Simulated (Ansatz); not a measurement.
This Ansatz (a quantum-chemistry and plane-wave program) input (MP2/pcseg-4) gives -2077.26626 Eh with 294 basis functions. A basis named .json is the Basis Set Exchange file of that set (core-valence sets with the plain set on hydrogen).

Ansatz 0.2 input:
```yaml
crystal:
  periodic: [false, false, false]
  atoms:
    - {symbol: Ge, position_ang: [-0.03010674, -0.04440254, -0.05546388]}
    - {symbol: H, position_ang: [0.64973470, -0.63247593, 1.29875633]}
    - {symbol: H, position_ang: [-0.88408644, 1.06107216, 0.77554240]}
    - {symbol: H, position_ang: [1.19776738, 0.99228490, -0.29945444]}
basis:
  gaussian:
    orbitals: pcseg-4.json
total_charge: -1
magnetization: {spin_polarized: false}
correlation: {method: mp2, electrons: outside_noble_gas}
```

Change:
```diff
- orbitals: pcseg-4.json
+ orbitals: aug-cc-pV5Z
```

Task: What does the run give now?

Result: -2077.28716 Eh (MP2/aug-cc-pV5Z, 380 functions), a change of -20.90 mEh.
